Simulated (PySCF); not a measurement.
**Molecular orbitals of BeAl**

PBE0 at R = 2.423 Å; PySCF, no relativity, basis sets Be aug-cc-pVDZ, Al aug-cc-pV(D+d)Z. State: ²Π (doublet), unpaired electrons π ↑. Only the outer orbitals are listed, counted within each symmetry.

| spin | orbital | occ. | ε (eV) | on Be (%) | main shells (%) |
| --- | --- | --- | --- | --- | --- |
| α | 5σ | 1 | -10.05 | 28 | 69 Al s, 22 Be s |
| α | 6σ | 1 | -6.19 | 57 | 64 Be s, 31 Al s, 12 Al p |
| α | 2π | 1 | -4.41 | 35 | 63 Al p, 33 Be p |
| α | 2π | 0 | -2.67 | 35 | 64 Al p, 34 Be p |
| α | 7σ | 0 | -2.45 | 71 | 43 Be p, 31 Al p, 28 Be s |
| α | 3π | 0 | -0.84 | 59 | 58 Be p, 34 Al p |
| β | 5σ | 1 | -9.34 | 29 | 68 Al s, 25 Be s |
| β | 6σ | 1 | -5.90 | 64 | 68 Be s, 29 Al s |
| β | 2π | 0 | -2.49 | 39 | 60 Al p, 39 Be p |
| β | 7σ | 0 | -2.47 | 62 | 44 Be p, 37 Al p, 18 Be s |
| β | 2π | 0 | -1.91 | 42 | 57 Al p, 42 Be p |

Task: Which are the highest filled and the lowest empty level, where do they sit, and how wide is the gap?

Result: Highest filled α 2π at -4.41 eV (in %: 63 Al p, 33 Be p); lowest empty α 2π at -2.67 eV (in %: 64 Al p, 34 Be p); the gap at PBE0 is 1.74 eV. Both belong to one degenerate shell, split only by its one-sided filling, so this is no excitation gap.

```
bond order (Mayer)                               : 0.84
⟨S²⟩                                             : 0.769
charge on Be (Mulliken, basis-dependent)         : -0.13
charge on Be (Löwdin, basis-dependent)           : -0.08
dipole moment (positive dipole means Be(−)Al(+)) : -0.24 D
polarisability along the bond                    : 163.4 bohr³
polarisability across the bond                   : 101.7 bohr³
```

The state is the lowest determinant that a PBE0 search found; another state may lie lower at other levels.
